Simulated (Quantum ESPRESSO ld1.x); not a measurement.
Values are calculated unless marked as measured or tabulated.
Valence configurations of the molybdenum ion Mo+ (all share [Kr]). Level of theory: scalar-relativistic Kohn-Sham, LDA (Slater exchange, Perdew-Zunger correlation), spin-polarised, spherical densities, point nucleus; open shells are filled with parallel spins first (ld1.x of Quantum ESPRESSO 7.5). Energies are relative to 4d5; eigenvalues in eV for spin up.

valence          E (eV)  moment (Bohr magnetons)    e(4d)    e(5p)    e(5s)
4d5               0.000                        5  -11.522        -        -
4d4.5 5s0.5       0.546                        5  -12.669        -  -11.316
4d4 5s1           1.365                        5  -13.863        -  -11.938
4d3.5 5s1 5p0.5   4.860                        5  -15.631   -8.137  -12.907
4d3 5s2           5.477                        3  -16.301        -  -12.787
4d4 5p1           5.962                        5  -14.919   -8.024        -
4d3 5s1 5p1       8.874                        5  -17.421   -8.850  -13.839
4d3 5p2          13.905                        5  -18.409   -9.385        -
4d2 5s2 5p1      14.977                        3  -20.020   -9.373  -14.681
4d1 5s2 5p2      26.818                        3  -23.742  -10.693  -16.453

NIST lists [Kr] 4d5 as the ground configuration; this level of theory agrees among the configurations tried. The energies are those of spherical high-spin densities, not of single terms.
